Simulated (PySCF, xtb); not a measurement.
Al(H)(Cl)(Et) (C2H6AlCl), SMILES [AlH]([Cl])[CH2]C. One conformer was computed; it need not be the lowest.

Harmonic wavenumbers (cm⁻¹) from GFN2-xTB (xtb 6.7.1) at its own minimum, in rising order: 48, 86, 129, 189, 408, 508, 587, 620, 663, 899, 964, 1033, 1206, 1214, 1407, 1460, 1494, 1497, 1795, 2860, 2885, 3000, 3004, 3016.

Question: What does PBE-D3(BJ)/def2-SVP (PySCF 2.14.0) give at its own minimum? (An estimate is asked for; the answer gives what the named calculation found.)

Answer: 19, 108, 176, 236, 376, 500, 600, 608, 657, 894, 930, 1016, 1169, 1194, 1347, 1369, 1421, 1432, 1889, 2953, 2959, 2995, 3037, 3046. Paired by order, the mean absolute difference is 39 cm⁻¹ and the zero-point energies are 44.3 and 44.2 kcal/mol.
